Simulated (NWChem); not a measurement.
GaClF$_{2}$; SMILES [F][Ga]([F])[Cl]

Q: Give the equilibrium geometry at PBE0/def2-SVP (NWChem) as a list of bonds and angles, with the point group.

A: point group C2v; any orientation.
Bonds (Å): Ga1–F2 1.732, Ga1–F3 1.732, Ga1–Cl4 2.106. Bond angles (°): F2–Ga1–F3 117.2, F2–Ga1–Cl4 121.4, F3–Ga1–Cl4 121.4.
